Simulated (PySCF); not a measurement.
# Manganese: a sound run and one with changed settings

Sound run: Mn [Ar] 3d5 4s2, Mn⁺ [Ar] 3d5 4s1. Computed with PySCF 2.14 in pcseg-2 (6s4p3d2f1g, 56 functions), with the non-relativistic Hamiltonian (point nucleus). In the sound run the correlated levels freeze [Ar]. The sound run starts from symmetry-adapted Hartree-Fock orbitals and uses a fine grid where one is needed.

Changed run: initial guess minao, at most 50 SCF cycles.

```
species  method  sound run (hartree)  changed run (hartree)  converged
     Mn     UHF          -1149.84714            -1149.72867        yes
     Mn     LDA          -1148.63551            -1148.63551        yes
     Mn   B3LYP          -1151.03162            -1151.03162        yes
    Mn⁺     UHF          -1149.62764            -1149.62764        yes
    Mn⁺     LDA          -1148.36034            -1148.36034        yes
    Mn⁺   B3LYP          -1150.75616            -1150.75616        yes
    Mn⁺     MP2          -1149.70254            -1149.70254        yes
```

Ionisation energy of Mn:

```tsv
method	sound run (eV)	changed run (eV)
LDA	7.488	7.488
B3LYP	7.496	7.496
```

The plain start fixes occupations by D2h representation alone, and Mn at UHF landed in another state (other ⟨L²⟩ or ⟨S²⟩). 

For comparison, NIST gives 7.434 eV between the lowest levels.
